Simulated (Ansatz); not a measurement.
Several settings on one geometry of Si2Te (that of the charge 0 singlet, r2SCAN-D4/def2-TZVP). Ansatz on 2 threads of AMD EPYC 7R13 on a shared host; times are rough.

```xyz
3

Si    1.251   -0.637    0.007
Si   -0.050    1.351    0.378
Te   -1.201   -0.714   -0.384
```

Totals from different functionals, basis sets or treatments of relativity can't be compared as stabilities.

DK, ANO-RCC and x2c sets are all-electron and run with scalar relativity unless a key says otherwise. In the def2 sets Te takes a core potential; there is no spin–orbit coupling.

The spins typed aren't always the lowest for that charge.

Task: Give the basis size and estimate the energy, ⟨S²⟩ and time of these runs.

| run | method | charge | state | further keys |
| --- | --- | --- | --- | --- |
| 1 | UKS BHLYP/def2-mTZVPP | 1 | doublet | forces asked |
| 2 | UKS ωB97X-V/ANO-RCC-VTZP | -1 | doublet | scf: {omitted_lower_state_checks: [starts]}; forces asked |
| 3 | UKS revPBE0-D3(BJ)/def2-SVPD | 0 | singlet | final_grid: {core_spheres: 5, valence_spheres: 4, degree: 11}; accuracy: high; scf: {omitted_lower_state_checks: [starts]}; forces asked |

Result: 
| run | functions | energy (Eh) | ⟨S²⟩ | wall time |
| --- | --- | --- | --- | --- |
| 1 | 90 | -846.6491 | 0.77 | 3.4 s |
| 2 | 136 | -7373.6250 | 0.76 | 27 s |
| 3 | 83 | -846.7528 | 0.00 | 3.1 s |

The highest occupied level of an anion often lies above zero with these methods, and sets without diffuse functions describe the outer electron poorly.
